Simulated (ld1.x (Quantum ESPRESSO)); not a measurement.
## Transferability test, PAW potential for argon

ld1.x (Quantum ESPRESSO) 7.5 input, shortened:

```
&input
   title='Ar', zed=18., rel=1, dft='PBESOL', iswitch=3,
   config='[Ne] 3s2 3p6'
 /
 &inputp
   pseudotype=3, lpaw=.true., tm=.true., lloc=-2, rcloc=1.15,
   nlcc=.true., new_core_ps=.true., rcore=0.85,
   which_augfun='PSQ', rmatch_augfun_nc=.true.
 /
4
3S  1  0   2.00   0.00  1.10  1.35  0.0
3S  1  0   0.00  -0.80  1.10  1.35  0.0
3P  2  1   6.00   0.00  1.35  1.55  0.0
3P  2  1   0.00   3.95  1.35  1.55  0.0
 &test
   configts(1)='3s2 3p6'
 /
```

Energies are relative to the spin-unpolarised reference configuration 3s2 3p6; without spin polarisation the order of configurations can differ from experiment. The frozen-core shift is the all-electron ΔE with the core orbitals held at their reference shape minus the fully relaxed ΔE.

(1) Give the all-electron excitation energy and the error of the potential for: 3s2 3p5; 3s2 3p4; 3s2 3p3; 3s2 3p2; 3s2 3p5.5; 3s1 3p6.

Levels in the configuration 3s1 3p6:

```csv
level,all-electron (eV),pseudo (eV)
3s,-37.221,-37.222
3p,-22.617,-22.618
```

Results:

(1)

| valence configuration | charge | ΔE all-electron (eV) | error AE − PS (meV) | frozen-core shift (meV) |
| --- | --- | --- | --- | --- |
| 3s2 3p5 | +1 | 16.014 | -2.0 | +1.4 |
| 3s2 3p4 | +2 | 44.618 | -7.6 | +8.5 |
| 3s2 3p3 | +3 | 87.140 | -24 | +31 |
| 3s2 3p2 | +4 | 144.713 | -67 | +85 |
| 3s2 3p5.5 | +0.5 | 6.526 | -0.8 | +0.4 |
| 3s1 3p6 | +1 | 30.580 | -2.4 | +1.7 |
